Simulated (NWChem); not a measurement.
Species: C2H6Zn; SMILES [CH3][Zn][CH3]

Program: NWChem. Medium grid unless said otherwise, to which SCAN and Minnesota functionals are sensitive. The geometry was optimised at PBE0/def2-SVP. Total energies of different functionals are on different scales.

```csv
level,energy (Ha),highest occupied level (eV),orbital gap (eV)
B3LYP/def2-SVP,-1858.9464,-6.78,6.96
PBE/def2-SVP,-1858.4970,-5.86,5.64
revPBE/def2-SVP,-1858.7424,-5.80,5.62
M06-L/def2-SVP,-1858.8227,-6.03,6.37
CAM-B3LYP/def2-SVP,-1858.9490,-8.35,9.54
BP86/def2-SVP,-1859.1457,-5.95,5.80
OLYP/def2-SVP,-1859.3545,-5.68,5.36
```
